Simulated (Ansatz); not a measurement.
Ansatz (an electronic-structure program) input (CCSD(T)/cc-pwCVTZ):
A basis named .json is the Basis Set Exchange file of that set.

Ansatz 0.2 input:
```yaml
crystal:
  periodic: [false, false, false]
  atoms:
    - {symbol: C, position_ang: [0.01856678, 0.00586762, 0.50929403]}
    - {symbol: Cl, position_ang: [0.82549883, -1.21861678, -0.10606132]}
    - {symbol: Cl, position_ang: [-0.83205181, 1.21654586, -0.07368951]}
basis:
  gaussian:
    orbitals: cc-pwCVTZ.json
total_charge: 1
magnetization: {spin_polarized: true, initial_magnetization: 1}
correlation: {method: ccsd_t, electrons: outside_noble_gas}
```

Output:

```
Functional definition: HF
integrals: 0.70 GiB planned
967 factors; integrals over basis functions are off by at most 7.2e-4 eV
mean field: 0.55 GiB planned
mean field evaluation 1: about -26026.7108 eV, gradient 1.2e1 eV
mean field evaluation 2: about -26026.7135 eV, gradient 1.2e1 eV
mean field evaluation 4: about -26027.7875 eV, gradient 3.2e0 eV
mean field evaluation 8: about -26027.9304 eV, gradient 2.7e-1 eV
mean field evaluation 16: about -26027.8912 eV, gradient 1.2e0 eV
mean field evaluation 32: about -26026.2206 eV, gradient 6.7e-3 eV
mean field -26027.93279320 eV, -956.5088877837 hartree, gradient 8.5e-6 eV, S^2 0.770912; 1 other end points of the search recorded, 0 dependent functions left out
determinant -26027.93279320 eV, -956.5088877837 hartree, with singles and doubles -26042.46666496 eV, -957.0429977192 hartree
determinant -26026.22061938 eV, -956.4459665563 hartree, with singles and doubles -26040.87713858 eV, -956.9845837022 hartree
11 core orbitals not correlated
reference -26027.93279320 eV, -956.5088877837 hartree; 9, 8 occupied and 141, 142 virtual orbitals, 967 factors
second order -13.56083558 eV of doubles, -0.00000000 eV of singles
coupled cluster: 1.74 GiB planned
cycle   1  -14.39631747 eV  change   -8.5e-1 eV  update   2.1e-2
cycle   2  -14.44705119 eV  change   -5.1e-2 eV  update   5.3e-3
cycle   3  -14.44526482 eV  change    1.8e-3 eV  update   3.1e-3
cycle   4  -14.44828082 eV  change   -3.0e-3 eV  update   1.4e-3
cycle   5  -14.44962976 eV  change   -1.3e-3 eV  update   7.2e-4
cycle   6  -14.44955545 eV  change    7.4e-5 eV  update   2.4e-4
cycle   7  -14.44962031 eV  change   -6.5e-5 eV  update   9.8e-5
cycle   8  -14.44965218 eV  change   -3.2e-5 eV  update   4.0e-5
cycle   9  -14.44963196 eV  change    2.0e-5 eV  update   1.5e-5
cycle  10  -14.44962715 eV  change    4.8e-6 eV  update   5.5e-6
perturbative correction -0.80061332 eV, -0.0294219968 hartree
Total energy: -26043.18303367 eV, -957.0693237840 hartree
```
